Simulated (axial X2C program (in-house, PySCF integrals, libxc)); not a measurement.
**Photoelectron levels of HfS by EOM-IP-CCSD**

Calculated with an axial X2C code built on PySCF integrals: two-component X2C with atomic mean-field Coulomb and Gaunt terms, Gaussian nuclei, basis Hf dyall-cv3z, S dyall-av3z with contracted cores.

R = 2.152 Å (near the PBE0 minimum at charge 0 of the determinant lowest at the starting distance; the state shown can have its own minimum elsewhere).

Hartree–Fock spinors of HfS (one of each Kramers pair; a window near the gap, which can cut inner shells):

```json
{"ω": "1/2", "occupied": "yes", "ε (eV)": "-23.31", "character": "66% S s, 12% Hf d, 10% Hf p"}
{"ω": "1/2", "occupied": "yes", "ε (eV)": "-10.90", "character": "70% S p, 16% Hf d, 6% Hf s"}
{"ω": "1/2", "occupied": "yes", "ε (eV)": "-9.87", "character": "64% S p, 21% Hf d, 5% Hf p"}
{"ω": "3/2", "occupied": "yes", "ε (eV)": "-9.77", "character": "65% S p, 22% Hf d, 5% Hf f"}
{"ω": "1/2", "occupied": "yes", "ε (eV)": "-7.49", "character": "55% Hf s, 19% Hf d, 9% Hf p"}
{"ω": "1/2", "occupied": "no", "ε (eV)": "0.05", "character": "67% Hf p, 26% Hf d, 4% S p"}
{"ω": "3/2", "occupied": "no", "ε (eV)": "0.23", "character": "74% Hf p, 21% Hf d, 4% S p"}
{"ω": "1/2", "occupied": "no", "ε (eV)": "0.27", "character": "65% Hf p, 24% Hf d, 5% S p"}
{"ω": "3/2", "occupied": "no", "ε (eV)": "1.10", "character": "94% Hf d, 4% S d"}
{"ω": "5/2", "occupied": "no", "ε (eV)": "1.25", "character": "94% Hf d, 4% S d"}
{"ω": "1/2", "occupied": "no", "ε (eV)": "1.59", "character": "58% Hf s, 18% S p, 16% Hf p"}
```

Vertical ionisation energies of HfS to the states of HfS⁺:

```
Ω of HfS⁺  vertical IE (eV)  above lowest (cm⁻¹)                  ionised spinor  one-hole weight
      1/2             7.822                    0  53% Hf sσ, 21% Hf dσ, 9% Hf pσ             0.95
      3/2             9.654                14772             65% S pπ, 22% Hf dπ             0.93
      1/2             9.745                15508             64% S pπ, 21% Hf dπ             0.92
```

(1) How far does the lowest EOM-IP-CCSD energy lie from the Koopmans value −ε of the highest filled spinor?

(2) Take the first Ω = 1/2 and Ω = 3/2 rows of π character: how far apart are they, and which lies lower?

This point took 17 s on 1 thread of AMD EPYC 7R43 64-Core Processor (Zen 3) (shared host).

Reference electrons by ω block (each with its −ω partner): 1/2: 27, 3/2: 12, 5/2: 4, 7/2: 1. 18 electrons of HfS correlated (inner shells frozen), 84 natural virtual spinors (a truncated set); levels can be off by some tenths of an eV. Roots sought by Ω: (1/2: 4, 3/2: 3, 5/2: 1); the list ends where they run out and leaves out roots under 60 % one-particle weight. The solver can skip a root, and states that need a further excitation, which the method places far too high, are missing though they may lie low or lowest. T1 of the reference 0.024 (Lee–Taylor). Number of frozen shells: Hf 4 s, 3 p, 2 d, 1 f; S 2 s, 1 p.

## Answers

(1) 7.822 eV against 7.49 eV, a shift of 0.33 eV: relaxation of the final state lowers the energy and the loss of correlation raises it.

(2) E(3/2) − E(1/2) = 14772 − 15508 = -736 cm⁻¹ at EOM-IP-CCSD: inverted, Ω = 3/2 lower. Splittings at this level can be off by ten to twenty per cent.
